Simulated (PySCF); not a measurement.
**Unknown compound**

The spectra below were simulated for a compound C₆H₆F₂.

1H NMR (400 MHz, computed): δ 3.80 (ddt, J = 10.5, 8.7, 8.6 Hz, 1H), 1.98 (quint, J = 8.4 Hz, 2H), 1.01 (t, J = 8.3 Hz, 3H).

13C{1H} NMR (computed): δ 128.0 (C, dd, J = 3.4, 2.0 Hz), 124.0 (C, dd, J = 526.9, 25.7 Hz), 123.2 (C, dd, J = 525.1, 26.0 Hz), 79.1 (CH, d, J = 1.5 Hz), 28.4 (CH2), 19.4 (CH3).

- shieldings: GIAO B3LYP/pcSseg-1
- J couplings at B3LYP/pcJ-1 (spin–dipole term only in couplings to heteroatoms)
- geometry from PBE0-D3(BJ)/def2-SVP
- code: PySCF 2.14.0 with density-fitted response routines
- no relativistic terms, one conformer, in vacuum, averaged over atoms made equivalent by symmetry, fast rotation or ring inversion

Shifts are taken against calculated references (same method and geometry level): 1H and 13C against TMS.

Which candidate is it?
A. F/C=C1C=C\1CCF
B. C=C(F)/C=C\C=C/F
C. FC1(F)C=C[C@@H]2C[C@@H]21
D. CCC=C1C(F)=C1F
E. C=C(F)/C=C/C=C/F

Answers

D. 

The formula gives 3 degrees of unsaturation (1 ring in the answer). 6 carbon signals for 6 carbons: no two carbons are equivalent. Carbon types of the structure: 3 × C, 1 × CH, 1 × CH2, 1 × CH3, which accounts for all hydrogens. δC 128.0, 124.0, 123.2: fully substituted alkene carbon; an sp2 carbon of a C=C bond. δC 79.1: alkene CH. δC 19.4: methyl carbon; aliphatic region, no heteroatom directly attached. δH 3.80: hydrogen on an alkene CH; a vinylic proton, deshielded by the sp2 carbon and the C=C anisotropy. δH 1.98: hydrogen on an allylic sp3 CH2; allylic position. The protons at 1.98 and 3.80 share a coupling of 8.6 Hz (vicinal). The protons at 1.01 and 1.98 share a coupling of 8.3 Hz (vicinal).

The others: C=C(F)/C=C/C=C/F would give 6 signals for carbon-bound and other non-exchanging H, not 3; FC1(F)C=C[C@@H]2C[C@@H]21 would give 6 signals for carbon-bound and other non-exchanging H, not 3; F/C=C1C=C\1CCF would give 4 signals for carbon-bound and other non-exchanging H, not 3; C=C(F)/C=C\C=C/F would give 6 signals for carbon-bound and other non-exchanging H, not 3.

C–F couplings over four or more bonds (about 3 Hz to the para carbon of a fluoroarene) are left out. Common functionals overestimate the size of one-bond C–F couplings by tens of Hz; these are unscaled. Multiplet labels drop couplings under 1 Hz and merge nearly equal ones. Unscaled 3J(H,H) at this level run about 10 % above measured values. Shifts are as computed. Against solution values, carbons near 30 ppm lie about +2 ppm off and those near 130 ppm about +6 ppm. Of 1211 compounds with measured shifts, 218 miss one by over three times the rms of a fit or turn the order of signals round; such compounds aren't used in these exercises. Couplings across =CH–CH2 type bonds come from one rotamer and its mirror image, and can be 1–2 Hz further off.
